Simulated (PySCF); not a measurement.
PySCF input (B3PW91/6-31G* (5d)):

```python
from pyscf import gto, dft

mol = gto.M(
    atom='''
    P    -0.09000600   -0.00215100    0.07867500
    H    -0.13338900    0.02755500   -1.33512400
    H     1.30565800    0.00045900    0.31042700
    H     0.07975200    1.70229300   -0.04171300
    H     0.09806700   -1.69804400   -0.11372100
    ''',
    basis='6-31g*',
    charge=-1,
    spin=0,
    verbose=4,
)

mf = dft.RKS(mol, xc='b3pw91')
mf.grids.level = 3
mf.conv_tol = 1e-9
mf.max_cycle = 100
mf.max_memory = 1500
mf.kernel()
if not mf.converged:
    mf = mf.newton()
    mf.kernel(mf.make_rdm1())
mf.dip_moment()
```

Output:

```
PySCF version 2.14.0

[INPUT] verbose = 4
[INPUT] num. atoms = 5
[INPUT] num. electrons = 20
[INPUT] charge = -1
[INPUT] spin (= nelec alpha-beta = 2S) = 0
[INPUT] symmetry False subgroup None
[INPUT] Mole.unit = angstrom
[INPUT] Symbol           X                Y                Z      unit          X                Y                Z       unit  Magmom
[INPUT]  1 P     -0.090006000000  -0.002151000000   0.078675000000 AA   -0.170086689568  -0.004064800894   0.148674202850 Bohr   0.0
[INPUT]  2 H     -0.133389000000   0.027555000000  -1.335124000000 AA   -0.252068678030   0.052071403362  -2.523018702334 Bohr   0.0
[INPUT]  3 H      1.305658000000   0.000459000000   0.310427000000 AA    2.467336032347   0.000867384291   0.586622011670 Bohr   0.0
[INPUT]  4 H      0.079752000000   1.702293000000  -0.041713000000 AA    0.150709437886   3.216867553764  -0.078826145834 Bohr   0.0
[INPUT]  5 H      0.098067000000  -1.698044000000  -0.113721000000 AA    0.185319771858  -3.208838107461  -0.214901544612 Bohr   0.0

nuclear repulsion = 21.859404875897
number of shells = 16
number of NR pGTOs = 67
number of NR cGTOs = 26
basis = 6-31g*
ecp = {}

******** <class 'pyscf.dft.rks.RKS'> ********
method = RKS
initial guess = minao
damping factor = 0
level_shift factor = 0
DIIS = <class 'pyscf.scf.diis.CDIIS'>
diis_start_cycle = 1
diis_space = 8
diis_damp = 0
SCF conv_tol = 1e-09
SCF conv_tol_grad = None
SCF max_cycles = 100
direct_scf = True
direct_scf_tol = 1e-13
XC library pyscf.dft.libxc version 7.1.2
    S. Lehtola, C. Steigemann, M. J. T. Oliveira, and M. A. L. Marques,  SoftwareX 7, 1–5 (2018)
XC functionals = b3pw91
    A. D. Becke,  J. Chem. Phys. 98, 5648 (1993)
radial grids:
    Treutler-Ahlrichs [JCP 102, 346 (1995); DOI:10.1063/1.469408] (M4) radial grids

becke partition: Becke, JCP 88, 2547 (1988); DOI:10.1063/1.454033
pruning grids: <function nwchem_prune>
grids dens level: 3
symmetrized grids: False
atomic radii adjust function: <function treutler_atomic_radii_adjust>
small_rho_cutoff = 0
Set gradient conv threshold to 3.16228e-05
Initial guess from minao.
tot grids = 58416
init E= -343.366180902674
  HOMO = -0.18772769156351  LUMO = 0.0064551882146513  gap/eV = 5.28399
cycle= 1 E= -343.589204230851  delta_E= -0.223  |g|= 0.225  |ddm|= 1.97
  HOMO = 0.105319042554804  LUMO = 0.294711329854388  gap/eV = 5.15363
cycle= 2 E= -343.600380658854  delta_E= -0.0112  |g|= 0.173  |ddm|= 0.771
  HOMO = 0.0737961391664834  LUMO = 0.264814405785089  gap/eV = 5.19787
cycle= 3 E= -343.611380787265  delta_E= -0.011  |g|= 0.0213  |ddm|= 0.316
  HOMO = 0.0691287278298052  LUMO = 0.26624989847645  gap/eV = 5.36394
cycle= 4 E= -343.611558537388  delta_E= -0.000178  |g|= 0.00262  |ddm|= 0.0463
  HOMO = 0.0692053244843194  LUMO = 0.265581502638837  gap/eV = 5.34367
cycle= 5 E= -343.611561603817  delta_E= -3.07e-06  |g|= 0.00022  |ddm|= 0.00832
  HOMO = 0.0692090149572606  LUMO = 0.26560826018867  gap/eV = 5.34430
cycle= 6 E= -343.611561622486  delta_E= -1.87e-08  |g|= 5.41e-05  |ddm|= 0.000548
  HOMO = 0.0692073367608841  LUMO = 0.265609561929134  gap/eV = 5.34438
cycle= 7 E= -343.611561623706  delta_E= -1.22e-09  |g|= 4.17e-06  |ddm|= 0.000145
  HOMO = 0.0692067777854559  LUMO = 0.265609567046707  gap/eV = 5.34439
cycle= 8 E= -343.611561623718  delta_E= -1.24e-11  |g|= 4.55e-07  |ddm|= 1.92e-05
  HOMO = 0.0692066923266945  LUMO = 0.265609652833421  gap/eV = 5.34440
Extra cycle  E= -343.611561623718  delta_E= 5.68e-14  |g|= 9.15e-08  |ddm|= 2.96e-06
converged SCF energy = -343.611561623718

WARN: System has nonzero charge -1; the dipole moment is origin-dependent.
Location of origin: [0. 0. 0.]

Dipole moment(X, Y, Z, Debye):  0.38964,  0.00931, -0.34059
```

The dipole moment of an ion depends on the origin.

The geometry given is a B3LYP-D3(BJ)/def2-TZVP minimum.
